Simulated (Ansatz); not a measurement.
**A relaxation, step by step**

Si2H9O2F, singlet, PBE0-D4/def2-TZVP (Ansatz 0.2.0). Settings:

```yaml
hamiltonian: {xc: pbe0, dispersion: d4}
relax: {f_tol: 0.005, max_steps: 200}
```

Start, a step off a saddle point along its unstable mode:

```
14
angstrom
Si 0.3172 0.6348 0.6613
H 0.1748 -0.6696 -0.0058
O 0.4028 1.3719 -0.8368
Si -0.5556 1.4330 -2.1390
H 1.6371 1.0871 1.1895
H -0.9273 1.2267 1.2440
H 0.1244 -1.5598 2.0331
F 0.2952 -0.5353 2.3521
H 0.1730 -1.9120 0.6298
O 0.0521 -2.4379 1.2616
H -1.8573 2.0957 -1.8266
H 0.1694 2.2097 -3.1711
H -0.8628 0.0687 -2.6792
H 0.8571 -3.0130 1.2871
```

| step | energy less the last (meV) | largest force component (eV/Å) |
| --- | --- | --- |
| 1 | 1663.4 | 9.937 |
| 5 | 156.1 | 1.349 |
| 9 | 5.3 | 0.116 |
| 13 | 2.0 | 0.006 |
| 17 | 1.8 | 0.018 |
| 21 | 1.4 | 0.041 |
| 25 | 1.0 | 0.013 |
| 29 | 0.8 | 0.025 |
| 33 | 0.6 | 0.038 |
| 37 | 0.4 | 0.030 |
| 41 | 0.2 | 0.005 |
| 45 | 0.1 | 0.018 |
| 49 | 0.0 | 0.012 |
| 53 | 0.0 | 0.010 |
| 57 | 0.0 | 0.005 |

Step 17, positions (Å) and forces (eV/Å):

```
atom       x       y       z      Fx      Fy      Fz
 Si1   0.244   0.766   0.350  -0.014   0.002   0.001
  H2   0.147  -0.690   0.035   0.004   0.002   0.003
  O3   0.187   1.574  -1.080   0.001   0.005  -0.018
 Si4  -0.630   1.838  -2.465   0.000  -0.009   0.014
  H5   1.546   1.079   0.971   0.003  -0.005   0.002
  H6  -0.905   1.180   1.186   0.002  -0.001  -0.001
  H7   0.326  -1.555   2.507  -0.004   0.006   0.003
  F8   0.396  -0.659   2.813   0.001  -0.007  -0.005
  H9   0.092  -2.771   0.824   0.001  -0.002   0.003
 O10   0.219  -2.987   1.754   0.012  -0.001  -0.002
 H11  -1.918   2.528  -2.190   0.002  -0.001   0.000
 H12   0.204   2.685  -3.352  -0.001  -0.001  -0.001
 H13  -0.919   0.546  -3.148   0.002   0.008   0.002
 H14   1.009  -3.534   1.798  -0.009   0.004  -0.001
```

Last step (57):

```xyz
14
angstrom
Si 0.0997 0.5319 0.2190
H -0.3187 -0.8893 0.0508
O 0.2087 1.1862 -1.2846
Si -0.5940 1.9487 -2.4824
H 1.4512 0.5952 0.8168
H -0.9083 1.2783 1.0040
H 0.1755 -1.5284 2.5670
F -0.0401 -0.6367 2.8121
H 0.3948 -2.8598 0.9634
O 0.5585 -2.9599 1.9069
H -1.6343 2.8516 -1.9209
H 0.3772 2.7436 -3.2739
H -1.2509 0.9545 -3.3720
H 1.4807 -3.2158 1.9938
```

Time: 4.4 min of wall clock on 8 CPU threads of an Intel Xeon; the host was shared. Peak host memory: 0.66 GiB.
